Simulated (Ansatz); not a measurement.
Consider the cleavage of the B–Si bond: `CB([SiH3])S` + silanol → `CB(S)O[SiH3]` + SiH₄.

Gas-phase electronic energies from Ansatz, PBE0-D4/def2-TZVP geometries. CCSD(T)/CBS is the MP2 limit (def2-TZVPP, def2-QZVPP) plus CCSD(T) − MP2 in def2-TZVPP, frozen cores. This one scheme is used for every species. Each species was taken in one conformer, which may not be the lowest.

`CB([SiH3])S`:

Cartesian coordinates in Å:
```
C 0.362 1.440 -0.073
B 0.307 -0.107 -0.288
Si -1.033 -1.262 0.695
S 1.387 -0.986 -1.390
H 0.522 1.666 0.987
H -0.609 1.885 -0.319
H 1.132 1.955 -0.653
H -0.929 -2.707 0.353
H -2.419 -0.809 0.383
H -0.844 -1.118 2.167
H 2.123 0.042 -1.862
```

`O[SiH3]`:

Cartesian coordinates in Å:
```
O 1.204 -0.115 -0.425
Si -0.288 -0.028 0.269
H 1.291 0.170 -1.335
H -0.803 1.369 0.293
H -0.122 -0.527 1.653
H -1.281 -0.869 -0.455
```

`CB(S)O[SiH3]`:

Cartesian coordinates in Å:
```
C -1.679 0.684 1.157
B -0.288 0.508 0.461
S 1.009 1.728 0.837
O -0.100 -0.536 -0.388
Si 1.047 -1.263 -1.310
H -2.463 0.771 0.398
H -1.915 -0.213 1.740
H -1.742 1.550 1.817
H 1.983 1.235 0.054
H 0.426 -1.623 -2.605
H 2.203 -0.358 -1.551
H 1.520 -2.482 -0.610
```

SiH₄:

```xyz
5

Si    0.000    0.000    0.000
H    -1.098   -0.985    0.164
H    -0.571    1.368   -0.077
H     0.748   -0.296   -1.248
H     0.921   -0.087    1.161
```

```
       species  MP2/def2-SVP energy (Eh)
 `CB([SiH3])S`                -753.31814
     `O[SiH3]`                -366.29672
`CB(S)O[SiH3]`                -828.40429
          SiH₄                -291.26947
```

Problem. Work out ΔE.

Solution. ΔE = (-828.40429) + (-291.26947) − (-753.31814) − (-366.29672) = -0.05890 Eh = -37.0 kcal/mol. CCSD(T)/CBS gives -31.9 kcal/mol.

Largest T1 diagnostic among the species: 0.014.

Leaving LDA and LC-ωPBE aside and taking each functional with its dispersion term where it has one, the values, not all of them listed here, spread over 6.4 kcal/mol, from BHLYP-D4 to PBE-D4. LDA lies −2.2 kcal/mol from PBE without D4. At CCSD(T), def2-SVP lies −4.2 kcal/mol from the extrapolated value and def2-TZVPP −0.6 kcal/mol.
